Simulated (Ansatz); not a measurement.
Reactions of CH6ClNSi (`N[SiH2]CCl`).

Gas-phase electronic energies from Ansatz, PBE0-D4/def2-TZVP geometries. CCSD(T)/CBS adds triple-zeta CCSD(T) − MP2 to the extrapolated MP2 energy (def2 sets, frozen cores). This one scheme is used for every species. Functionals use def2-TZVPP. Elements past krypton have def2 core potentials. For In outer-core shells are correlated without core-valence functions, which leaves a few kJ/mol of doubt a bond. One conformer a species, not always the lowest.

| reaction | CCSD(T)/CBS(def2) (kcal/mol) |
| --- | --- |
| `N[SiH2]CCl` + `C#[C][InH][Cl]` → `ClC[SiH2]Cl` + `C#[C][InH][NH2]` | 13.3 |
| `N[SiH2]CCl` + H–F → `N[SiH2]CF` + HCl | 11.6 |
| `N[SiH2]CCl` + silanol → `N[SiH2]O[SiH3]` + `CCl` | -30.9 |
| `N[SiH2]CCl` + `[SiH3]S` → `N[SiH2]S[SiH3]` + `CCl` | ? |

**Question.** Fill in the missing values. (Best estimate.)

**Answer.** Ansatz gave: `N[SiH2]CCl` + `[SiH3]S` → `N[SiH2]S[SiH3]` + `CCl`: -18.2 kcal/mol.

Largest T1 diagnostic: 0.016, for `C#[C][InH][NH2]`.
